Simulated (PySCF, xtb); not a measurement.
# A geometry optimisation of C3H5Al with r2SCAN-D4/def2-SVP

The starting geometry of this gas-phase triplet was built from a drawn formula by distance geometry and a force field; its bonds are those of `[C]1[CH2][AlH][CH2]1`.

```yaml
atoms:
  - { symbol: C, position_ang: [-0.3505, -0.5185, 1.3802] }
  - { symbol: C, position_ang: [-1.5309, -0.6570, 0.4145] }
  - { symbol: C, position_ang: [0.3727, 0.6051, 0.6282] }
  - { symbol: Al, position_ang: [-0.9309, 0.6914, -0.8693] }
  - { symbol: H, position_ang: [-1.5629, -1.7301, -0.0159] }
  - { symbol: H, position_ang: [-2.5352, -0.4389, 0.9123] }
  - { symbol: H, position_ang: [-0.6792, 0.6431, -2.4470] }
  - { symbol: H, position_ang: [0.3233, 1.5843, 1.2270] }
  - { symbol: H, position_ang: [1.3732, 0.3125, 0.3109] }
```

Q: Predict what it relaxes into with r2SCAN-D4/def2-SVP.

A: A new bond forms, giving a structure given below by its coordinates. Contacts that close: C1–Al4 (2.62 → 2.11 Å).

The energy falls by 2.18 eV over 20 steps:

| step | E − E(last) (eV) |
| --- | --- |
| 1 | 2.183 |
| 3 | 0.442 |
| 5 | 0.259 |
| 7 | 0.057 |
| 9 | 0.003 |
| 12 | 0.000 |
| 14 | 0.001 |
| 16 | 0.000 |
| 18 | 0.000 |
| 20 | 0.000 |

Final geometry (Å):

```xyz
9

C    -0.4372   -0.2670    0.6261
C    -1.7962   -0.5285    0.4202
C     0.2999    0.9206    0.6704
Al   -1.1006    0.9609   -0.9603
H    -2.1017   -1.5234    0.0694
H    -2.5237   -0.0681    1.1146
H    -0.5696    0.4350   -2.3732
H     0.0047    1.6875    1.4108
H     1.3821    0.8868    0.4871
```

From the same start GFN2-xTB ends elsewhere, differing in C2–Al4 (2.96 against 2.15 Å here), C3–Al4 (2.92 against 2.15 Å here).

The end wasn't checked by frequencies. Open shells are spin-unrestricted. The triplet needn't be the ground state. Run with PySCF 2.14.0, 11 min on 2 threads of Intel(R) Xeon(R) Processor @ 2.50GHz (Skylake/Cascade Lake) (shared host).
